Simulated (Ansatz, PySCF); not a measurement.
Gas-phase reaction R1 + R2 → 2 P1, each structure at its B3LYP-D3(BJ)/def2-TZVP stationary point, reached from a drawn start (curvature not checked).
P1: NO (SMILES [N]=O), charge 0, multiplicity 2.
R1, N2 (SMILES N#N) (charge 0, multiplicity 1):
```
atom   x (Å)   y (Å)    z (Å)
----  ------  ------  -------
N     0.0000  0.0000   0.5455
N     0.0000  0.0000  -0.5455
```
R2: O2 (SMILES O=O), charge 0, multiplicity 3.

P less R. No zero-point or thermal terms; singlets are restricted closed shells; open shells are unrestricted; no spin–orbit coupling.

Frozen-core correlation throughout.

Codes used: Ansatz (Gaussian orbitals); PySCF for the D3/D4 terms. Each number belongs to the level named beside it.

```
level                   reaction energy (kJ/mol)
----------------------  ------------------------
HF/cc-pVTZ                                 172.0
BLYP-D3(BJ)/def2-TZVPP                     179.8
revPBE/def2-TZVPP                          179.6
r2SCAN-D4/def2-TZVPP                       189.7
B3LYP/def2-TZVPP                           180.0
wB97M-V/def2-TZVPP                         184.2
MP2/cc-pVDZ                                  [?]
MP2/cc-pVTZ                                  [?]
CCSD(T)/cc-pVQZ                              [?]
```

Problem. Some entries are withheld; supply them.

Solution. 
- MP2/cc-pVDZ, reaction energy (kJ/mol): 202.0
- MP2/cc-pVTZ, reaction energy (kJ/mol): 209.5
- CCSD(T)/cc-pVQZ, reaction energy (kJ/mol): 182.0

Ansatz is an electronic-structure program.
